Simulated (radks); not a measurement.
The numbers below are computed, except where a source is named.
Q: Species: V II. Configuration: [Ar] 3d4. Level of theory: non-relativistic Kohn-Sham, LB94 model potential, spin-unpolarised, spherical densities, point nucleus (a radial shooting solver on a logarithmic mesh with Libxc functionals). Some entries of the table are withheld. Estimate them.

orbital,occ.,eigenvalue (eV),r(max) (bohr)
1s,2,-5392.058,0.04410
2s,2,-617.0389,(1)
2p,6,-524.3953,0.2086
3s,2,-77.4677,0.8287
3p,6,(2),(3)
3d,4,-15.3953,0.9127

A: 
(1) 2s r(max) (bohr): 0.2583
(2) 3p eigenvalue (eV): -52.8224
(3) 3p r(max) (bohr): 0.8517
